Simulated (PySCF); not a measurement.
Isomers of C4H12FPSi2.

All values: PBE0/pcSseg-1 (PySCF) at GFN2-xTB geometries, gas phase, one conformer each.

Question: Rank by LUMO energy, highest first.
A. `[F:1][C@H:2]1[CH2:3][C@H:4]([SiH2:5][SiH2:6][PH2:7])[CH2:8]1` with C3–C4–Si5–Si6 -54°, C4–Si5–Si6–P7 -176°, Si5–Si6–P7–H -48° and 45°, F1–C2–C3–C4 130°, C2–C3–C4–Si5 106°, C3–C4–C8–C2 12°, F1–C2–C8–C4 -130°
B. `[F:1][CH2:2][CH2:3]/[C:4](=[CH:5]/[SiH3:6])[SiH2:7][PH2:8]` with F1–C2–C3–C4 62°, C2–C3–C4–C5 -104°, C3–C4–Si7–P8 3°, C4–Si7–P8–H -108° and 160°
C. `[F:1][C@@H:2]1[CH2:3][C@@H:4]([SiH3:5])[Si@H:6]([PH2:7])[CH2:8]1` with C4–Si6–P7–H -41° and 52°, F1–C2–C3–C4 -67°, C2–C3–C4–Si5 -165°, C3–C4–Si6–P7 129°, C4–Si6–C8–C2 14°

Answer: C (0.40 eV), A (-0.50 eV), B (-0.98 eV).

Question: Rank by dipole moment, highest first.
A. `[F:1][CH2:2][CH2:3]/[C:4](=[CH:5]/[SiH3:6])[SiH2:7][PH2:8]` with F1–C2–C3–C4 62°, C2–C3–C4–C5 -104°, C3–C4–Si7–P8 3°, C4–Si7–P8–H -108° and 160°
B. `[F:1][C@H:2]1[CH2:3][C@@H:4]([SiH2:5][SiH2:6][PH2:7])[CH2:8]1` with C3–C4–Si5–Si6 -67°, C4–Si5–Si6–P7 -23°, Si5–Si6–P7–H -160° and -68°, F1–C2–C3–C4 131°, C2–C3–C4–Si5 -135°, C3–C4–C8–C2 13°, F1–C2–C8–C4 -131°
C. `[F:1][C@@H:2]1[CH2:3][C@@H:4]([SiH3:5])[Si@H:6]([PH2:7])[CH2:8]1` with C4–Si6–P7–H -41° and 52°, F1–C2–C3–C4 -67°, C2–C3–C4–Si5 -165°, C3–C4–Si6–P7 129°, C4–Si6–C8–C2 14°

Answer: B (2.07 D), C (1.71 D), A (1.13 D).

Question: Rank by the lowest IAO charge on any atom, lowest value first.
A. `[F:1][CH2:2][CH2:3]/[C:4](=[CH:5]/[SiH3:6])[SiH2:7][PH2:8]` with F1–C2–C3–C4 62°, C2–C3–C4–C5 -104°, C3–C4–Si7–P8 3°, C4–Si7–P8–H -108° and 160°
B. `[F:1][C@@H:2]1[CH2:3][C@@H:4]([SiH3:5])[Si@H:6]([PH2:7])[CH2:8]1` with C4–Si6–P7–H -41° and 52°, F1–C2–C3–C4 -67°, C2–C3–C4–Si5 -165°, C3–C4–Si6–P7 129°, C4–Si6–C8–C2 14°
C. `[F:1][C@H:2]1[CH2:3][C@@H:4]([SiH2:5][SiH2:6][PH2:7])[CH2:8]1` with C3–C4–Si5–Si6 -67°, C4–Si5–Si6–P7 -23°, Si5–Si6–P7–H -160° and -68°, F1–C2–C3–C4 131°, C2–C3–C4–Si5 -135°, C3–C4–C8–C2 13°, F1–C2–C8–C4 -131°

Answer: B (-0.650 e), A (-0.408 e), C (-0.374 e).

All values together:

| SMILES | μ (D) | HOMO (eV) | LUMO (eV) | lowest IAO charge (e) | highest IAO charge (e) | lowest Hirshfeld charge (e) | highest Hirshfeld charge (e) |
| --- | --- | --- | --- | --- | --- | --- | --- |
| FCC/C(=C/[SiH3])[SiH2]P | 1.13 | -7.56 | -0.98 | -0.408 (C) | +0.599 (Si) | -0.135 (C) | +0.312 (Si) |
| F[C@@H]1C[C@@H]([SiH3])[Si@H](P)C1 | 1.71 | -7.34 | 0.40 | -0.650 (C) | +0.700 (Si) | -0.201 (C) | +0.304 (Si) |
| F[C@H]1C[C@@H]([SiH2][SiH2]P)C1 | 2.07 | -7.56 | -0.42 | -0.374 (C) | +0.452 (Si) | -0.128 (F) | +0.243 (Si) |
| F[C@H]1C[C@H]([SiH2][SiH2]P)C1 | 1.84 | -7.37 | -0.50 | -0.373 (C) | +0.441 (Si) | -0.126 (F) | +0.239 (Si) |

Conformers: `[F:1][CH2:2][CH2:3]/[C:4](=[CH:5]/[SiH3:6])[SiH2:7][PH2:8]` with F1–C2–C3–C4 62°, C2–C3–C4–C5 -104°, C3–C4–Si7–P8 3°, C4–Si7–P8–H -108° and 160°; `[F:1][C@@H:2]1[CH2:3][C@@H:4]([SiH3:5])[Si@H:6]([PH2:7])[CH2:8]1` with C4–Si6–P7–H -41° and 52°, F1–C2–C3–C4 -67°, C2–C3–C4–Si5 -165°, C3–C4–Si6–P7 129°, C4–Si6–C8–C2 14°; `[F:1][C@H:2]1[CH2:3][C@@H:4]([SiH2:5][SiH2:6][PH2:7])[CH2:8]1` with C3–C4–Si5–Si6 -67°, C4–Si5–Si6–P7 -23°, Si5–Si6–P7–H -160° and -68°, F1–C2–C3–C4 131°, C2–C3–C4–Si5 -135°, C3–C4–C8–C2 13°, F1–C2–C8–C4 -131°; `[F:1][C@H:2]1[CH2:3][C@H:4]([SiH2:5][SiH2:6][PH2:7])[CH2:8]1` with C3–C4–Si5–Si6 -54°, C4–Si5–Si6–P7 -176°, Si5–Si6–P7–H -48° and 45°, F1–C2–C3–C4 130°, C2–C3–C4–Si5 106°, C3–C4–C8–C2 12°, F1–C2–C8–C4 -130°.
